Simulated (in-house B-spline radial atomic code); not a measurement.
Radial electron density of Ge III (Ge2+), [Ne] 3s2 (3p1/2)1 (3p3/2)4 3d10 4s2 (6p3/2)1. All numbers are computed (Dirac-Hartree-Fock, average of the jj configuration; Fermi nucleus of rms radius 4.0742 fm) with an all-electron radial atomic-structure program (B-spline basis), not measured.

Columns: r (bohr), 4πr²n(r) (electrons per bohr), bar.

```
 0.00198    1.157 #
 0.00249    1.748 ##
 0.00313    2.618 ###
 0.00395    3.906 ####
 0.00497     5.72 ######
 0.00625    8.231 ########
 0.00787    11.62 ###########
 0.00991    15.97 ###############
  0.0125    21.28 #####################
  0.0157    27.06 ##########################
  0.0198    32.82 ################################
  0.0249    37.31 ####################################
  0.0314    39.42 ######################################
  0.0395    38.46 #####################################
  0.0497    35.16 ##################################
  0.0626    31.95 ###############################
  0.0788    32.08 ###############################
  0.0992    36.87 ####################################
   0.125    43.41 ##########################################
   0.157    45.48 ############################################
   0.198    39.34 ######################################
   0.249       29 ############################
   0.314    23.02 ######################
   0.395    24.86 ########################
   0.497    28.09 ###########################
   0.626    25.34 #########################
   0.788    17.11 #################
   0.992    8.988 #########
    1.25    4.306 ####
    1.57    2.382 ##
    1.98    1.361 #
    2.49   0.5999 #
    3.14   0.1966 
    3.95   0.1018 
    4.98  0.03519 
    6.26 0.008463 
    7.89   0.1288 
    9.93   0.1643 
    12.5  0.06306 
    15.7  0.00786 
    19.8 0.000255 
    24.9 1.825e-06 
    31.4 1.738e-09
```

On this grid the curve has 4 maxima, near 0.0314, 0.157, 0.497, 9.93 bohr.

The 6p3/2 radial function P(r) = rR(r), positive near the nucleus, with its small component Q(r) (sign convention: Q ≈ (P' + κP/r)/2c):

| r (bohr) | P | Q |
| --- | --- | --- |
| 0.00395 | 0.0004819 | -2.822e-05 |
| 0.00625 | 0.001156 | -6.764e-05 |
| 0.00991 | 0.002723 | -0.0001593 |
| 0.0157 | 0.006192 | -0.0003621 |
| 0.0249 | 0.01336 | -0.0007821 |
| 0.0395 | 0.02644 | -0.001557 |
| 0.0626 | 0.04531 | -0.002732 |
| 0.0992 | 0.06057 | -0.003941 |
| 0.157 | 0.04688 | -0.004113 |
| 0.249 | -0.01856 | -0.002185 |
| 0.395 | -0.09407 | 0.0008871 |
| 0.626 | -0.06619 | 0.002093 |
| 0.992 | 0.08911 | 0.0007404 |
| 1.57 | 0.193 | -0.0009822 |
| 2.49 | -0.001637 | -0.001098 |
| 3.95 | -0.2785 | 0.000451 |
| 6.26 | 0.09177 | 0.0006884 |
| 9.93 | 0.4053 | -0.0004252 |
| 15.7 | 0.08866 | -0.0001626 |
| 24.9 | 0.001351 | -2.916e-06 |
